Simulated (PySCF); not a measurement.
Input file for PySCF: R-B3LYP/3-21G on BFH4N2 (SMILES NB(N)F), a point of a torsion scan.

```python
from pyscf import gto, scf, dft, mp
from pyscf.data.elements import chemcore

mol = gto.M(
    atom='''
    N     1.27670080   -0.31443397    0.30952428
    B     0.35755600    0.71980174    0.04810453
    N    -0.30579162    0.89854662   -1.17154353
    F     0.18854619    1.66792727    0.99119243
    H     1.45152056   -0.61470846    1.25158206
    H     1.42216178   -1.05417859   -0.35389242
    H    -0.85934997    1.71523357   -1.35291160
    H    -0.21337448    0.28668041   -1.95946956
    ''',
    basis='3-21g',
    charge=0, spin=0, verbose=3, max_memory=1800)
mf = dft.RKS(mol, xc='b3lyp')
mf.conv_tol = 1e-8
mf.max_cycle = 100
mf.kernel()
if not mf.converged:
    mf = mf.newton().run(mf.mo_coeff, mf.mo_occ)
```

Program output:

```
converged SCF energy = -235.465348630344
```

The run converged.

Cost: about 2.9 core-seconds (a rough figure).
